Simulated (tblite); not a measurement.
**Question.** Write Cartesian coordinates for `CCc1nn(C)nc1C` as optimised with GFN2-xTB.

**Answer.** 
```
atom  x, y, z in Å
C1    -2.4539   -0.5998   -0.8179
C2    -1.7664   -0.4200    0.5366
C3    -0.3022   -0.2231    0.3640
N4     0.5708   -1.2251    0.3615
N5     1.7367   -0.6626    0.1451
C6     2.9583   -1.4056    0.1041
N7     1.6983    0.6428    0.0069
C8     0.4163    0.9672    0.1359
C9    -0.0760    2.3647    0.0501
H10   -2.0467   -1.4695   -1.3278
H11   -2.2961    0.2739   -1.4469
H12   -3.5235   -0.7428   -0.6847
H13   -2.1867    0.4462    1.0524
H14   -1.9313   -1.3086    1.1474
H15    3.6634   -0.8778   -0.5353
H16    2.7515   -2.3984   -0.2918
H17    3.3839   -1.5010    1.1063
H18   -0.8221    2.4597   -0.7374
H19    0.7570    3.0281   -0.1634
H20   -0.5364    2.6624    0.9918
```

Orientation and origin are arbitrary. Atoms count from 1 in this order. The C–N distances run from 1.329 Å (N7–C8, aromatic) to 1.430 Å (N5–C6, drawn single), a spread of 0.101 Å. N5 (pyrrole-type nitrogen) is planar (angles 122.7°, 122.6° and 114.7°, sum 360.0°, 0.01 Å off the plane of its three neighbours). The 5-membered ring C3–N4–N5–N7–C8 has internal angles of 105.1° to 114.7°; it is planar, 0.00 Å rms from its mean plane, widest ring torsion 0°. N4 (pyridine-type nitrogen) is bent (angle 105.1°).

Bonds between heavy atoms (Å): C1–C2 1.530, C2–C3 1.487, C3–N4 1.329, N4–N5 1.312, N5–C6 1.430, N5–N7 1.313, N7–C8 1.329, C8–C9 1.484, C3–C8 1.409.

The geometry is computed with GFN2-xTB (gas phase).

Point group: C1 (no symmetry element, even within 0.4 Å). Its GFN2-xTB frequencies are all real (lowest 33 cm⁻¹). The numbers are those of one conformer (C1–C2–C3–N4 -91°). 2 starts were optimised and ended at 0.00 and 0.39 kcal/mol (GFN2-xTB); the lowest of these is shown.
